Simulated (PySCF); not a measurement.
Species: C9H7 (doublet state).
Geometry (GFN2-xTB, Å), atoms numbered from 1 in this order:
```xyz
16
C9H7 angstrom
C     -0.6079    2.9480   -0.1948
C      0.0312    1.9377   -0.0536
C      0.8324    0.8060    0.1234
C      2.1529    0.7545    0.3828
C      2.6415   -0.5845    0.5058
C      1.5897   -1.4130    0.3249
C      0.3904   -0.6161    0.0764
C     -0.8316   -1.1214   -0.1330
C     -2.0900   -0.3768   -0.3790
H     -1.1812    3.8168   -0.3232
H      3.6616   -0.8523    0.7072
H      1.5928   -2.4875    0.3515
H     -0.9281   -2.2028   -0.1077
H     -1.8976    0.6660   -0.6125
H     -2.6461   -0.8412   -1.1926
H     -2.7176   -0.4246    0.5129
```

As a line formula: `C/C=C1/C=C[C]=C1C#C` [radical].

Level of theory: UKS B3LYP, pcH-1 on C H, non-relativistic, mean-field spin-orbit, GIAO (PySCF 2.14.0). Geometry: GFN2-xTB; no solvent, vibrations or thermal averaging. Couplings are sensitive to structure, and on GFN2-xTB geometries they can be far from those on DFT ones. No stability test was run, so a lower SCF solution isn't excluded.

(1) What is the g tensor, term by term?

(2) What effective moment and Curie constant follow for a powder?

(3) At 9.447 GHz, how far is the centre of the isotropic spectrum from where a free electron (g = 2.002319) resonates?

(4) In a frozen sample, at which fields do the three g values resonate at 9.5, 34, 94 and 263 GHz (hyperfine left aside), and which band first spreads them over more than twice a line width of 0.3 mT?

Results:

(1) 
| Δg (ppm) | 1 | 2 | 3 |
| --- | --- | --- | --- |
| relativistic mass correction | -167 | -167 | -167 |
| gauge correction | 21 | 14 | -27 |
| orbital Zeeman/spin–orbit | -558 | -56 | 516 |
| total | -705 | -208 | 323 |

So g = 2.00161, 2.00211, 2.00264 and g_iso = 2.00212; the tensor is rhombic: the two nearest values differ by 48 % of g3 − g1. Axes: g1 points within 11° of the C2–C3 bond.

(2) With the mean of g² = 4.0085 and S(S+1) = 0.75: μ_eff = √(⟨g²⟩S(S+1)) = 1.734 μB and χT = 0.12505·⟨g²⟩·S(S+1) = 0.376 cm³ K/mol (cgs; spin-Hamiltonian part alone).

(3) B = hν/(g μB) with μB/h = 13.99624 MHz/mT gives 337.09 mT for the free electron and 337.13 mT at g_iso, 0.03 mT higher.

(4) 
```
band    GHz  B(g3) mT  B(g2) mT  B(g1) mT  spread mT
   X    9.5    338.93    339.02    339.10       0.17
   Q   34.0   1213.01   1213.33   1213.63       0.62
   W   94.0   3353.61   3354.50   3355.33       1.72
   J  263.0   9382.98   9385.47   9387.80       4.82
```

The spread grows in proportion to the frequency. Q band is the first where it exceeds 0.6 mT.

Largest spin populations (Mulliken): C4 (+1.06), C3 (-0.13), C7 (+0.07) and C6 (+0.07). C4 is the only atom above +0.15.

The HOMO–LUMO gaps are 3.71 eV among the α and 3.17 eV among the β orbitals.
